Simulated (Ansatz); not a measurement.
A further run on Zn6O10H8.

```yaml
crystal:
  periodic: [false, false, false]
  atoms:
    - {symbol: Zn, position_ang: [0.830788, -0.425413, -1.613306]}
    - {symbol: Zn, position_ang: [-0.816714, 1.354790, 1.733227]}
    - {symbol: Zn, position_ang: [0.177347, -1.328805, 1.806118]}
    - {symbol: Zn, position_ang: [1.798717, 0.741193, 0.772608]}
    - {symbol: Zn, position_ang: [-1.428860, 1.168163, -1.016933]}
    - {symbol: Zn, position_ang: [-2.010731, -1.057738, 0.673814]}
    - {symbol: O, position_ang: [0.332451, -2.235632, -1.733856]}
    - {symbol: O, position_ang: [-0.259518, 1.001831, -2.573665]}
    - {symbol: O, position_ang: [-0.812101, -2.634292, 0.704929]}
    - {symbol: O, position_ang: [-0.041458, 0.165953, 0.118746]}
    - {symbol: O, position_ang: [2.576099, 0.421144, -0.992287]}
    - {symbol: O, position_ang: [2.030937, -0.799850, 2.049599]}
    - {symbol: O, position_ang: [-2.873142, -0.222167, -0.853813]}
    - {symbol: O, position_ang: [-1.772239, 2.496536, 0.392961]}
    - {symbol: O, position_ang: [-1.444001, -0.323984, 2.420365]}
    - {symbol: O, position_ang: [1.025821, 2.134667, 1.942860]}
    - {symbol: H, position_ang: [1.039454, -2.854311, -1.987511]}
    - {symbol: H, position_ang: [-0.689728, 0.711877, -3.398632]}
    - {symbol: H, position_ang: [-0.370475, -2.626682, -0.208867]}
    - {symbol: H, position_ang: [2.765001, 1.232840, -1.499083]}
    - {symbol: H, position_ang: [2.667421, -1.474949, 1.749983]}
    - {symbol: H, position_ang: [-2.827540, -0.844239, -1.605560]}
    - {symbol: H, position_ang: [-1.284686, 3.332594, 0.271500]}
    - {symbol: H, position_ang: [1.387127, 2.066465, 2.846794]}
basis:
  gaussian: {orbitals: def2-TZVP, fitting: {mean_field: def2-universal-jkfit}}
hamiltonian: {xc: {name: PBE}, dispersion: d3bj}
```

```sh
$ ansatz run in.yaml --threads 2 --pin off --events-out ev --progress --plain --max-ram 32768MiB --backend cuda --devices 0, --max-vram 18GiB
```

Shortened log:

```
Functional definition: PBE
2498 factors; integrals over basis functions are off by at most 8.8e-1 eV
mean field evaluation 1: about -310997.6692 eV, gradient 2.4e2 eV
mean field evaluation 2: about -310461.2209 eV, gradient 5.6e2 eV
mean field evaluation 4: about -311049.5912 eV, gradient 1.2e2 eV
mean field evaluation 8: about -311075.9515 eV, gradient 5.5e0 eV
mean field evaluation 16: about -311075.9890 eV, gradient 8.1e-3 eV
mean field -311075.98904868 eV, -11431.8317426604 hartree, gradient 3.3e-5 eV, S^2 0.000000; 0 other end points of the search recorded, 0 dependent functions left out
reference -311075.98913527 eV, -11431.8317458426 hartree; 134, 134 occupied and 512, 512 virtual orbitals, 2498 factors
Total energy: -311077.12536590 eV, -11431.8735015482 hartree
```

Hardware: 2 threads of AMD EPYC 7R13 on a shared host and a share (18 GiB) of an NVIDIA H100 80GB HBM3. Wall time 20 s.
